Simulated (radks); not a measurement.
Coulomb parameter of the 3d shell of the zinc ion Zn3+ in the model configuration [Ar] 3d8 4p1, as a second difference U = [E(n + 1) + E(n - 1) - 2 E(n)] / (1)^2 with all orbitals relaxed. "Bare": the charge of the atom changes with n. "Screened": the 4p shell takes up the change at fixed total charge, which measures U(3d,3d) + U(4p,4p) - 2 U(3d,4p). Calculated with a radial shooting solver on a logarithmic mesh with Libxc functionals: scalar-relativistic Kohn-Sham, r2SCAN, spin-unpolarised, spherical densities, finite nucleus; meta-GGA in the generalised Kohn-Sham scheme; Fermi nuclear charge, rms radius 3.9283 fm.

case         configuration  E - E(n) (eV)
start         [Ar] 3d8 4p1          0.000
bare +1       [Ar] 3d9 4p1        -50.292
bare -1       [Ar] 3d7 4p1         72.683
screened +1       [Ar] 3d9        -28.590
screened -1   [Ar] 3d7 4p2         35.577

U(bare) = 22.391 eV, U(screened by 4p) = 6.986 eV, against the Slater integral F0(3d,3d) = 32.198 eV with frozen orbitals.
